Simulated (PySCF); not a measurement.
Group charges in `C#C/C=C(F)\C=C/[SiH3]`

C6H7FSi.
Atom-mapped SMILES: `[CH:1]#[C:2]/[CH:3]=[C:4]([F:5])\[CH:6]=[CH:7]/[SiH3:8]` (hydrogens: H9 on C1; H10 on C3; H11 on C6; H12 on C7; H13, H14, H15 on Si8)

Cartesian coordinates in Å at the GFN2-xTB level; atoms count from 1:
```
atom  x, y, z in Å
C1    -3.7162    0.3664    0.7864
C2    -2.7928   -0.2072    0.2725
C3    -1.7491   -0.9087   -0.3477
C4    -0.4541   -0.5665   -0.2312
F5     0.4542   -1.3319   -0.8844
C6     0.0695    0.5409    0.5217
C7     1.3642    0.8606    0.6218
Si8    2.8258   -0.0291   -0.1768
H9    -4.5149    0.8733    1.2392
H10   -2.0269   -1.7666   -0.9450
H11   -0.7012    1.1166    1.0213
H12    1.6009    1.7253    1.2283
H13    2.9096   -1.4021    0.3177
H14    2.7088    0.0207   -1.6329
H15    4.0180    0.7164    0.2446
```

Atomic charges (e) from the PBE0/pcSseg-1 density (PySCF):

```
atom  Mulliken      IAO  Hirshfeld  ESP-fitted
  C1   -0.3366  -0.2316    -0.1014     -0.5384
  C2   +0.2862  -0.0269    -0.0423     +0.2462
  C3   -0.1807  -0.2154    -0.0596     -0.5096
  C4   +0.2818  +0.3045    +0.1048     +0.4815
  F5   -0.2840  -0.2585    -0.0411     -0.1974
  C6   -0.1595  -0.1547    -0.0525     -0.3059
  C7   -0.3842  -0.4070    -0.1254     -0.2342
 Si8   +0.5656  +0.6051    +0.2912     +0.3747
  H9   +0.0501  +0.2062    +0.0946     +0.3382
 H10   +0.1459  +0.1911    +0.0661     +0.2526
 H11   +0.1364  +0.1709    +0.0515     +0.1877
 H12   +0.1360  +0.1653    +0.0498     +0.1589
 H13   -0.0745  -0.1108    -0.0767     -0.0715
 H14   -0.0745  -0.1108    -0.0767     -0.0707
 H15   -0.1078  -0.1276    -0.0826     -0.1120
```

Task: Cut each of the bonds C1–C2, C2–C3, C3–C4, C4–C6, C7–C6 and Si8–C7 in turn and sum the charges on the side of the atom named first.

Result: In e; the other side holds the opposite charge:

```csv
bond cut,piece,atoms,Mulliken,IAO,Hirshfeld,ESP-fitted
C1–C2,CH,2,-0.287,-0.025,-0.007,-0.200
C2–C3,C2H,3,0.000,-0.052,-0.049,+0.046
C3–C4,C3H2,5,-0.035,-0.077,-0.043,-0.211
C4–C6,C4H2F,7,-0.037,-0.031,+0.021,+0.073
C7–C6,CH4Si,6,+0.061,+0.014,-0.020,+0.045
Si8–C7,SiH3,4,+0.309,+0.256,+0.055,+0.120
```

Extremes among these pieces. Mulliken: lowest CH at C1, highest SiH3 at Si8; IAO: lowest C3H2 at C3, highest SiH3 at Si8; Hirshfeld: lowest C2H at C2, highest SiH3 at Si8; ESP-fitted: lowest C3H2 at C3, highest SiH3 at Si8.

Task: Do the schemes agree better on the pieces than on the single atoms at the cuts?

Result: The spread between schemes averages 0.166 e for the pieces and 0.365 e for the atoms named first; it is smaller for the piece at 6 of the 6 cuts. On average they agree better on the pieces. The sign differs between schemes (beyond ±0.03 e) for C2H at C2 and C4H2F at C4.

The structure is a single GFN2-xTB conformer in the gas phase; no vibrational or solvent corrections.

The run behind these numbers computed NMR shieldings as well. On one thread of an Arm Neoverse V1, on a shared host, this took 31 s of wall time and 0.80 GiB of memory at its peak.
